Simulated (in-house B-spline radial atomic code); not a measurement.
Ionisation energies along the 58-electron series, configuration [Kr] 4d10 4f10 5s2, as differences of self-consistent energies. Dirac energy differences include first-order Breit, QED and recoil terms. NIST's values go from ground level to ground level; the uncertainty of those that are theory runs from under 0.1 % in few-electron ions to several per cent in heavy many-electron ones. Computed with an all-electron radial atomic-structure program (B-spline basis): Dirac-Hartree-Fock, average of the configuration, finite nuclei.

| ion | configuration after | ionisation energy (eV) | IE/(q+1)² (eV) | Breit and QED recoil part (eV) | tabulated value (eV) | tabulated kind | computed minus tabulated (eV) |
| --- | --- | --- | --- | --- | --- | --- | --- |
| Er10+ | [Kr] 4d10 4f9 5s2 | 180.66 | 1.493 | 0.099771 | 201 | tabulated theory | -20.34 |
| Tm11+ | [Kr] 4d10 4f9 5s2 | 212.80 | 1.4778 | 0.10688 | 239 | tabulated theory | -26.20 |
| Yb12+ | [Kr] 4d10 4f10 5s1 | 262.02 | 1.5504 | -0.36613 | 279 | tabulated theory | -16.98 |
| Lu13+ | [Kr] 4d10 4f10 5s1 | 291.49 | 1.4872 | -0.40554 | 305 | tabulated theory | -13.51 |

Where a p, d or f electron is removed, the computed value is a mean over both j, so it misses the tabulated one by a part of the spin-orbit splitting; averaging over terms and missing correlation add to the gap, relatively most at low charge.
